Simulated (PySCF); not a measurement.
Isomers of C4H10OSi, mass 102.050 u with the commonest isotopes. Level of theory: PySCF, PBE0-D3(BJ)/def2-SVP geometry optimisation, gas phase. One conformer each, none proved a minimum here; rigid rotors.

**Question.** Order these by rotational constant A, largest first.
A. `[CH2:1]1[CH2:2][SiH2:3][CH2:4][CH2:5][O:6]1` with O6–C1–C2–Si3 33°, C1–C2–Si3–C4 24°, C2–Si3–C4–C5 -49°, Si3–C4–C5–O6 15°
B. `[CH2:1]=[CH:2][CH2:3][SiH2:4][O:5][CH3:6]` with C1–C2–C3–Si4 111°, C2–C3–Si4–O5 60°, C3–Si4–O5–C6 -177°
C. `[CH3:1][O:2][C@H:3]1[CH2:4][CH2:5][SiH2:6]1` with C1–O2–C3–C4 -175°, O2–C3–C4–C5 151°, C3–C4–C5–Si6 -25°, C4–C5–Si6–C3 20°, O2–C3–Si6–C5 -136°

**Answer.** B (6063 MHz), C (5320 MHz), A (3787 MHz).

**Question.** Order these by rotational constant C, smallest first.
A. `[CH2:1]=[CH:2][CH2:3][SiH2:4][O:5][CH3:6]` with C1–C2–C3–Si4 111°, C2–C3–Si4–O5 60°, C3–Si4–O5–C6 -177°
B. `[CH3:1][O:2][C@H:3]1[CH2:4][CH2:5][SiH2:6]1` with C1–O2–C3–C4 -175°, O2–C3–C4–C5 151°, C3–C4–C5–Si6 -25°, C4–C5–Si6–C3 20°, O2–C3–Si6–C5 -136°
C. `[CH2:1]1[CH2:2][SiH2:3][CH2:4][CH2:5][O:6]1` with O6–C1–C2–Si3 33°, C1–C2–Si3–C4 24°, C2–Si3–C4–C5 -49°, Si3–C4–C5–O6 15°

**Answer.** A (1226 MHz), B (1593 MHz), C (1999 MHz).

**Question.** Order these by radius of gyration √(Σ m r²/M), smallest first.
A. `[CH3:1][O:2][C@H:3]1[CH2:4][CH2:5][SiH2:6]1` with C1–O2–C3–C4 -175°, O2–C3–C4–C5 151°, C3–C4–C5–Si6 -25°, C4–C5–Si6–C3 20°, O2–C3–Si6–C5 -136°
B. `[CH2:1]1[CH2:2][SiH2:3][CH2:4][CH2:5][O:6]1` with O6–C1–C2–Si3 33°, C1–C2–Si3–C4 24°, C2–Si3–C4–C5 -49°, Si3–C4–C5–O6 15°
C. `[CH2:1]=[CH:2][CH2:3][SiH2:4][O:5][CH3:6]` with C1–C2–C3–Si4 111°, C2–C3–Si4–O5 60°, C3–Si4–O5–C6 -177°

**Answer.** B (1.638 Å), A (1.800 Å), C (2.060 Å).

```json
{"SMILES": "C1C[SiH2]CCO1", "point group": "C1", "Ia (u·Å²)": "133.45", "Ib (u·Å²)": "160.98", "Ic (u·Å²)": "252.88", "κ": "0.28", "μa (D)": "0.03", "μb (D)": "0.10", "μc (D)": "1.36"}
{"SMILES": "C=CC[SiH2]OC", "point group": "C1", "Ia (u·Å²)": "83.35", "Ib (u·Å²)": "370.12", "Ic (u·Å²)": "412.36", "κ": "-0.94", "μa (D)": "0.76", "μb (D)": "0.27", "μc (D)": "0.20"}
{"SMILES": "CO[C@H]1CC[SiH2]1", "point group": "C1", "Ia (u·Å²)": "95.00", "Ib (u·Å²)": "248.70", "Ic (u·Å²)": "317.34", "κ": "-0.76", "μa (D)": "0.08", "μb (D)": "0.48", "μc (D)": "0.78"}
```
